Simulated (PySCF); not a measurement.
Compound: 2-ethyl-3-methylbut-1-ene, C7H14.
SMILES with atom numbers: `[CH2:1]=[C:2]([CH2:3][CH3:4])[CH:5]([CH3:6])[CH3:7]` (hydrogens: H8, H9 on C1; H10, H11 on C3; H12, H13, H14 on C4; H15 on C5; H16, H17, H18 on C6; H19, H20, H21 on C7)

A GFN2-xTB structure was refined with PBE0-D3(BJ)/def2-SVP geometry optimisation, gas phase (PySCF 2.14.0). Its GFN2-xTB values:

| coordinate | GFN2-xTB |
| --- | --- |
| C1=C2 | 1.323 Å |
| C1–H8 | 1.075 Å |
| C1–H9 | 1.077 Å |
| C2–C3 | 1.505 Å |
| C2–C5 | 1.517 Å |
| C3–C4 | 1.522 Å |
| C3–H10 | 1.095 Å |
| C4–H12 | 1.087 Å |
| C5–C6 | 1.529 Å |
| C5–H15 | 1.096 Å |
| C6–H16 | 1.088 Å |
| C1–C2–C3 | 124.0° |
| C1–C2–C5 | 121.8° |
| C2–C3–C4 | 115.7° |
| C2–C5–C6 | 111.4° |
| C3–C2–C5 | 114.1° |
| C6–C5–C7 | 110.7° |
| C1–C2–C3–C4 | 2° |
| C1–C2–C5–C6 | 58° |

**Question.** How do these coordinates change at the PBE0-D3(BJ)/def2-SVP level?

**Answer.** 
```
 coordinate  PBE0-D3(BJ)/def2-SVP (Å or °)  change
      C1–H8                          1.092  +0.017
      C1–H9                          1.094  +0.017
      C1=C2                          1.337  +0.014
     C4–H12                          1.101  +0.014
     C6–H16                          1.100  +0.012
     C3–H10                          1.106  +0.011
     C5–H15                          1.104  +0.008
      C3–C4                          1.517  -0.005
      C2–C5                          1.522  +0.005
      C5–C6                          1.527  -0.002
      C2–C3                          1.504  -0.001
   C2–C3–C4                          116.9    +1.2
   C2–C5–C6                          112.3    +0.9
   C6–C5–C7                          111.5    +0.8
   C1–C2–C3                          123.3    -0.7
   C3–C2–C5                          114.9    +0.8
   C1–C2–C5                          121.9    +0.1
C1–C2–C5–C6                             57      -1
C1–C2–C3–C4                              1      -1
```

The energy falls by 1.5 kcal/mol over 5 energy and gradient evaluations, the largest force component goes from 0.0167 to 3.6e-04 Eh/bohr, and the atoms move by 0.040 Å rms after alignment. Among the bonds, C1–H8 and C1–H9 change most and about equally (+0.017 Å). Bonds longer at the end by more than 0.005 Å: 16 of 20; shorter: 1. Rotational constants go from 4405, 1481, 1457 to 4354, 1471, 1433 MHz.

The run used 168 basis functions and 36 SCF cycles in all. The run took 52 s of wall time on Intel Xeon 6975P-C, one thread, shared host, and the process peaked at 0.84 GiB of memory.

No frequency check. One conformer, not necessarily the lowest.

Shape of the structure used: `[CH2:1]=[C:2]([CH2:3][CH3:4])[CH:5]([CH3:6])[CH3:7]`: C1–C2–C3–C4 1°, C1–C2–C5–C6 57°.
